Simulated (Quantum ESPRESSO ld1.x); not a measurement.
All-electron atom: La in [Xe] 5d1 6s2. Calculated with ld1.x of Quantum ESPRESSO 7.5: scalar-relativistic Kohn-Sham, LDA (Slater exchange, VWN5 correlation), spin-polarised, spherical densities, point nucleus; open shells are filled with parallel spins first.

Unscreened Slater integrals over Kohn-Sham orbitals (cm^-1). They are taken over the spin-up orbitals. Empty in this configuration: 6p.

\begin{tabular}{lr}
integral & value \\ \hline
F0(5d,5d) & 67256 \\
F2(5d,5d) & 33859 \\
F4(5d,5d) & 21998 \\
F0(5d,6s) & 52224 \\
G2(5d,6s) & 16534 \\
F0(5d,5p) & 80990 \\
F2(5d,5p) & 36644 \\
G1(5d,5p) & 41159 \\
G3(5d,5p) & 25246 \\
F0(5d,5s) & 83682 \\
G2(5d,5s) & 24896 \\
F0(5d,6p) & 41502 \\
F2(5d,6p) & 14606 \\
G1(5d,6p) & 9543.9 \\
G3(5d,6p) & 6870.9 \\
F0(6s,6s) & 45674 \\
F0(6s,5p) & 56949 \\
G1(6s,5p) & 4235.6 \\
F0(6s,5s) & 57797 \\
G0(6s,5s) & 2324.4 \\
F0(6s,6p) & 38415 \\
G1(6s,6p) & 22931 \\
F0(5p,5p) & 109400 \\
F2(5p,5p) & 58797 \\
F0(5p,5s) & 116990 \\
G1(5p,5s) & 78080 \\
F0(5p,6p) & 43739 \\
F2(5p,6p) & 8815.9 \\
G0(5p,6p) & 1557.0 \\
G2(5p,6p) & 2063.1 \\
F0(5s,5s) & 126860 \\
F0(5s,6p) & 44188 \\
G1(5s,6p) & 2489.2 \\
F0(6p,6p) & 34113 \\
F2(6p,6p) & 18322 \\
\end{tabular}

Derived for the open shells (J is the average intra-shell exchange parameter used in DFT+U). 5d: Racah B = F2/49 - 5 F4/441 = 441.6 cm^-1, C = 35 F4/441 = 1746 cm^-1, C/B = 3.95, F4/F2 = 0.650, J = (F2 + F4)/14 = 3990 cm^-1.
